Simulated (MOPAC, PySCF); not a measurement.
CH₄Si, SMILES `C=[SiH2]`, neutral singlet in the gas phase. 

Cartesian coordinates (Å):
SMILES: C=[SiH2]
```xyz
6

C     -0.9225    -0.0060     0.0158
Si     0.7781     0.0050    -0.0133
H     -1.5020     0.8798     0.2413
H     -1.4979    -0.8992    -0.1900
H      1.5694     1.2157     0.2654
H      1.5750    -1.1954    -0.3192
```
Charge 0, multiplicity 1.

All levels are single points at this geometry (B3LYP-D3(BJ)/def2-TZVP); Pople sets use spherical d functions. Orbital energies aren't observables, and empty levels follow the basis.

HF/6-31G* in PySCF gives dipole (D) = 0.71.

Task: Estimate the dipole (D) from each of these levels: B3LYP-D3(BJ)/def2-TZVP in PySCF; PBE-D3(BJ)/def2-TZVP in PySCF; B3LYP/3-21G in PySCF; B3LYP/6-311+G** in PySCF; B3LYP/6-31G* in PySCF; B3LYP/LANL2DZ in PySCF; BP86/6-31G* in PySCF; AM1 in MOPAC.

Result: 
| level | dipole (D) |
|---|---|
| B3LYP-D3(BJ)/def2-TZVP in PySCF | 0.75 |
| PBE-D3(BJ)/def2-TZVP in PySCF | 0.61 |
| B3LYP/3-21G in PySCF | 0.20 |
| B3LYP/6-311+G** in PySCF | 0.78 |
| B3LYP/6-31G* in PySCF | 0.35 |
| B3LYP/LANL2DZ in PySCF | 0.47 |
| BP86/6-31G* in PySCF | 0.24 |
| AM1 in MOPAC | 0.17 |
